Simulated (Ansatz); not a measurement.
`COBF` + `N=C=O` → `O=C=NBF` + CH₃OH at 400 K and 1 bar (ligand exchange at a B–O bond).

Computed with Ansatz on PBE0-D4/def2-TZVP structures; ΔE is electronic, products minus reactants. CCSD(T)/CBS adds triple-zeta CCSD(T) − MP2 to the extrapolated MP2 energy (def2 sets, frozen cores). This one scheme is used for every species. One conformer a species, not always the lowest.

```
  species  CCSD(T)/CBS energy (Eh)  H − E (kJ/mol)  S (J/(mol·K))
   `COBF`               -240.31409           176.8          313.5
  `N=C=O`               -168.51995            72.4          252.4
`O=C=NBF`               -293.20193           100.2          323.0
    CH₃OH               -115.61712           151.2          252.6
```

H − E and S are ideal-gas, rigid-rotor, harmonic terms from PBE0-D4/def2-TZVP, for one conformer and one mirror image of each species. 1 Eh = 2625.50 kJ/mol, R = 8.31446 J/(mol·K).

Question: By hand: ΔE, ΔH, ΔS and ΔG.

Answer: ΔE = (-293.20193) + (-115.61712) − (-240.31409) − (-168.51995) = 0.01499 Eh = 39.4 kJ/mol. Δ(H − E) = 100.2 + 151.2 − 176.8 − 72.4 = 2.2, so ΔH = 41.6 kJ/mol. ΔS = 323.0 + 252.6 − 313.5 − 252.4 = 9.7 J/(mol·K). ΔG = 41.6 − 400 × (9.7)/1000 = 37.7 kJ/mol.

Question: By hand: the equilibrium constant, and the temperature at which ΔG would vanish if ΔH and ΔS stayed fixed.

Answer: log₁₀ K = −ΔG/(RT ln 10) = -4.9. ΔG = 0 at ΔH/ΔS = 4289 K, far beyond where these terms or the molecules hold.

The number of gas molecules stays the same, so ΔS is small and ΔH decides. A doubt of 5 kJ/mol in ΔE shifts log₁₀ K by 0.7 here. Other conformers and mirror images would add mixing entropy, several J/(mol·K) or more a flexible species. These are equilibria of isolated gas molecules and say nothing of rates. Largest T1 diagnostic: 0.018 (customary marks: 0.02 for closed shells, 0.045 for open ones).
